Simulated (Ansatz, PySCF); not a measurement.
GeH7NOSi, SMILES [SiH3][NH][GeH2][OH]. Atoms are numbered in the order given.

```xyz
11

O      2.1035     0.6312     0.0560
Ge     0.7713    -0.5526     0.0654
N     -0.7314     0.1289    -0.7215
Si    -2.1572     0.7314     0.0650
H      1.8791     1.4575     0.4988
H      0.3776    -0.9192     1.5033
H      1.3314    -1.7126    -0.7594
H     -0.6759     0.2289    -1.7321
H     -2.3523     2.2009    -0.1379
H     -1.9913     0.4698     1.5237
H     -3.3996     0.0561    -0.4189
```
Charge 0, spin multiplicity 1.

The structure is a stationary point at ωB97X-D3(BJ)/def2-SVP. This is a generated structure with no PubChem entry under its InChIKey; it may be hypothetical. Other conformers were not sampled.

Two levels are set side by side: PBE-D3(BJ)/def2-SVP (Ansatz, a program for electronic structure) and ωB97X-D3(BJ)/def2-SVP (PySCF). Each level has its own optimised geometry; the coordinates shown are those of the second. Frequencies come from the Hessian of PySCF at each geometry. Differences are taken from unrounded values.

```tsv
quantity	ωB97X-D3(BJ)	PBE-D3(BJ)	PBE-D3(BJ) minus ωB97X-D3(BJ)
mean bond length (Å)	1.487	1.502	0.015
bond O1–Ge2 (Å)	1.782	1.804	0.022
bond Ge2–N3 (Å)	1.828	1.849	0.021
bond N3–Si4 (Å)	1.736	1.750	0.013
bond O1–H5 (Å)	0.964	0.975	0.011
bond Ge2–H6 (Å)	1.535	1.551	0.016
bond Ge2–H7 (Å)	1.530	1.544	0.014
bond N3–H8 (Å)	1.017	1.026	0.009
bond Si4–H9 (Å)	1.496	1.511	0.014
bond Si4–H10 (Å)	1.491	1.504	0.013
bond Si4–H11 (Å)	1.495	1.508	0.013
highest harmonic wavenumber (cm⁻¹)	3910	3726	-184
mean harmonic wavenumber (cm⁻¹)	1170	1115	-55
zero-point energy (kcal/mol)	45.17	43.05	-2.12
```

GGA bonds tend to be longer and softer than those of functionals with exact exchange. Differences between two approximate levels are no errors against the true value.
